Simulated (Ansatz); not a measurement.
Calculated with Ansatz (gas phase, PBE0-D4/def2-TZVP geometries, no zero-point term in ΔE). CCSD(T)/CBS adds triple-zeta CCSD(T) − MP2 to the extrapolated MP2 energy (def2 sets, frozen cores). Functionals use def2-TZVPP. B3LYP here is the variant with VWN-RPA as its local correlation; programs differ in this. HSE06 is defined as in plane-wave codes. For Ga outer-core shells are correlated without core-valence functions, which leaves a few kJ/mol of doubt a bond. Scalar relativity is left out up to krypton.

Consider the ligand exchange at a B–C bond: `BC1OC1=C` + `[OH][GaH2]` → `B[O][GaH2]` + `C=C1CO1`.

```json
{"level": "revPBE-D4", "ΔE (kJ/mol)": "-107.3", "difference from CCSD(T)/CBS": "8.3"}
{"level": "PBE0-D4", "ΔE (kJ/mol)": "-114.9", "difference from CCSD(T)/CBS": "0.7"}
{"level": "B3LYP-D4", "ΔE (kJ/mol)": "-121.2", "difference from CCSD(T)/CBS": "-5.6"}
{"level": "HSE06-D4", "ΔE (kJ/mol)": "-114.9", "difference from CCSD(T)/CBS": "0.7"}
{"level": "B2PLYP", "ΔE (kJ/mol)": "-122.0", "difference from CCSD(T)/CBS": "-6.4"}
{"level": "PBE", "ΔE (kJ/mol)": "-111.1", "difference from CCSD(T)/CBS": "4.5"}
{"level": "r2SCAN0", "ΔE (kJ/mol)": "-119.0", "difference from CCSD(T)/CBS": "-3.4"}
{"level": "HSE06", "ΔE (kJ/mol)": "-115.9", "difference from CCSD(T)/CBS": "-0.3"}
{"level": "CCSD/def2-SVP", "ΔE (kJ/mol)": "-140.8", "difference from CCSD(T)/CBS": "-25.2"}
{"level": "CCSD(T)/def2-SVP", "ΔE (kJ/mol)": "-138.8", "difference from CCSD(T)/CBS": "-23.2"}
{"level": "HF/def2-TZVPP", "ΔE (kJ/mol)": "-137.9", "difference from CCSD(T)/CBS": "-22.3"}
{"level": "CCSD(T)/def2-TZVPP", "ΔE (kJ/mol)": "-120.2", "difference from CCSD(T)/CBS": "-4.6"}
{"level": "HF/def2-QZVPP", "ΔE (kJ/mol)": "-138.3", "difference from CCSD(T)/CBS": "-22.7"}
{"level": "MP2/def2-QZVPP", "ΔE (kJ/mol)": "-115.3", "difference from CCSD(T)/CBS": "0.3"}
{"level": "SCS-MP2/def2-QZVPP", "ΔE (kJ/mol)": "-120.1", "difference from CCSD(T)/CBS": "-4.5"}
{"level": "MP2/CBS(def2)", "ΔE (kJ/mol)": "-113.2", "difference from CCSD(T)/CBS": "2.4"}
{"level": "CCSD(T)/CBS", "ΔE (kJ/mol)": "-115.6", "difference from CCSD(T)/CBS": "0"}
```

(1) What do rigid-rotor, harmonic-oscillator terms from PBE0-D4/def2-TZVP frequencies (298.15 K, 1 bar) make of the CCSD(T)/CBS value? (Best estimate.)

Largest T1 diagnostic among the species: 0.016.

Results:

(1) The calculation gave: ΔZPE = +2.1 kJ/mol, ΔH = -112.4 kJ/mol, ΔS = 20 J/(mol·K), ΔG = -118.3 kJ/mol.

From r2SCAN to r2SCAN0 (25 % exact exchange), in def2-TZVPP and without D4, ΔE moves by −4.2 kJ/mol. At CCSD(T), def2-SVP lies −23.2 kJ/mol from the extrapolated value and def2-TZVPP −4.6 kJ/mol. In def2-TZVPP, CCSD(T) changes the Hartree–Fock value by +17.7 kJ/mol (the triples alone add +2.9 kJ/mol) and MP2 by +20.1 kJ/mol.
